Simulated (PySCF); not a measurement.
Molecule: C3H2F3, net charge -1, singlet state. It need not be the lowest isomer of its formula. Whether it binds its extra electron was not tested at this geometry. SMILES: C=[C-]C(F)(F)F
Structure (B3LYP-D3(BJ)/def2-TZVP (Ansatz) minimum search):
```
C
C 1 1.3380
H 2 1.0933 1 121.09
H 2 1.0995 3 113.74 1 -180.00
C 1 1.4593 2 116.13 3 -180.00
F 5 1.3784 1 112.81 2 120.58
F 5 1.3784 6 105.05 1 -123.27
F 5 1.4185 6 101.95 7 -106.02
```
Charge -1, spin multiplicity 1.

Dispersion corrections to the total energy (kcal/mol) from the dftd3 and dftd4 libraries through PySCF: D3(BJ) without and D4 with the three-body term, each with the damping fitted for the functional named.

```tsv
functional	D3(BJ)	D4
B3LYP	-5.04	-5.79
CAM-B3LYP	-2.13	-2.97
BHLYP	…	-3.91
r2SCAN	-0.78	…
PBE0	-2.47	…
TPSSh	-3.31	-4.45
PW6B95	-1.33	-3.16
```

**Question.** What belongs in the gaps?

**Answer.** 
- BHLYP, D3(BJ): -3.83
- r2SCAN, D4: -0.90
- PBE0, D4: -3.00
